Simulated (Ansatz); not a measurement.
Reactions of C2H5NO2Si (`CO[SiH]1OC1=N`).

Computed with Ansatz on PBE0-D4/def2-TZVP structures; ΔE is electronic, products minus reactants. CCSD(T)/CBS adds triple-zeta CCSD(T) − MP2 to the extrapolated MP2 energy (def2 sets, frozen cores). def2 core potentials past Kr. For In, Sn outer-core shells are correlated without core-valence functions, which leaves a few kJ/mol of doubt a bond. One conformer a species, not always the lowest.

Question: Order these by ΔE at CCSD(T)/CBS, lowest first. (Best estimate.)
A. `CO[SiH]1OC1=N` + `[CH3][In]([OH])[Cl]` → `N=C1O[SiH]1O` + `C[O][In]([CH3])[Cl]`
B. `CO[SiH]1OC1=N` + `C[NH][AlH][Cl]` → `C[N](C)[AlH][Cl]` + `N=C1O[SiH]1O`
C. `CO[SiH]1OC1=N` + `[NH2][SnH]([F])[Cl]` → `C[NH][SnH]([F])[Cl]` + `N=C1O[SiH]1O`
D. `CO[SiH]1OC1=N` + `F[SiH]1CO1` → `N=C1O[SiH2]1` + `CO[Si]1(F)CO1`

Answer: B (-0.25 eV), C (-0.12 eV), A (+0.01 eV), D (+0.16 eV).

Largest T1 diagnostic: 0.017, for `N=C1O[SiH2]1`.
